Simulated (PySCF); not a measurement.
C₂H₄O₂Si.
Geometry (PBE0-D3(BJ)/def2-SVP, Å), atoms numbered from 1 in this order:
```xyz
9
C2H4O2Si angstrom
O     -1.9512   -1.0526    0.8753
C     -1.4806   -0.5405   -0.1083
Si    -0.0599    0.7698    0.0270
C      1.5637   -0.2846    0.0613
O      2.2013   -0.4968   -0.9376
H     -1.8311   -0.8491   -1.1324
H     -0.0310    1.6587   -1.1683
H     -0.2316    1.5166    1.3052
H      1.8788   -0.7362    1.0433
```

Jobs on this species (9 atoms, 46 electrons) with PySCF (density fitting). Hardware of each: one thread of an Arm Neoverse V2 (shared host). The host was shared with other jobs, so the times are rough. Peak memory is the resident size of the whole Python process, interpreter and libraries included.

```json
{"level and settings": "delta-SCF UKS B3LYP, pcX-2 on the ionised atom, pcseg-1 elsewhere, spin-free X2C", "work": "ΔSCF core ionisation, 4 holes", "basis functions": "136", "SCF cycles": "?", "wall time": "?", "peak memory": "?"}
{"level and settings": "delta-SCF UKS SCAN, def2-TZVP on the ionised atom, pcseg-1 elsewhere, spin-free X2C", "work": "ΔSCF core ionisation, 4 holes", "basis functions": "113", "SCF cycles": "?", "wall time": "?", "peak memory": "?"}
{"level and settings": "delta-SCF UKS PBE0, pcX-2 on the ionised atom, pcseg-1 elsewhere, spin-free X2C", "work": "ΔSCF core ionisation, 4 holes", "basis functions": "136", "SCF cycles": "73", "wall time": "23 s", "peak memory": "0.52 GiB"}
{"level and settings": "PBE0-D3(BJ)/def2-SVP, grid level 1", "work": "geometry optimisation from a GFN2-xTB start shaken at random", "basis functions": "94", "SCF cycles": "81", "wall time": "29 s", "peak memory": "0.39 GiB"}
{"level and settings": "delta-SCF UKS SCAN, pcX-2 on the ionised atom, pcseg-1 elsewhere, spin-free X2C", "work": "ΔSCF core ionisation, 4 holes", "basis functions": "136", "SCF cycles": "88", "wall time": "19 s", "peak memory": "0.46 GiB"}
{"level and settings": "delta-SCF UKS SCAN, pcX-1 on the ionised atom, pcseg-1 elsewhere, spin-free X2C", "work": "ΔSCF core ionisation, 4 holes", "basis functions": "116", "SCF cycles": "90", "wall time": "16 s", "peak memory": "0.52 GiB"}
{"level and settings": "delta-SCF UKS SCAN, pcX-2 on the ionised atom, pcseg-1 elsewhere, non-relativistic", "work": "ΔSCF core ionisation, 4 holes", "basis functions": "136", "SCF cycles": "88", "wall time": "19 s", "peak memory": "0.52 GiB"}
{"level and settings": "delta-SCF UKS PBE, pcX-2 on the ionised atom, pcseg-1 elsewhere, spin-free X2C", "work": "ΔSCF core ionisation, 4 holes", "basis functions": "136", "SCF cycles": "78", "wall time": "10 s", "peak memory": "0.52 GiB"}
```

Question: Fill in the missing figures.

Answer: 
- delta-SCF UKS B3LYP, pcX-2 on the ionised atom, pcseg-1 elsewhere, spin-free X2C; ΔSCF core ionisation, 4 holes: 24 s, 0.52 GiB, 74 SCF cycles
- delta-SCF UKS SCAN, def2-TZVP on the ionised atom, pcseg-1 elsewhere, spin-free X2C; ΔSCF core ionisation, 4 holes: 16 s, 0.52 GiB, 81 SCF cycles

Question: What do all jobs in the table cost together?

Answer: About 2.6 min; the longest takes about 19 % of that, and about 2.9 times as long as the shortest.
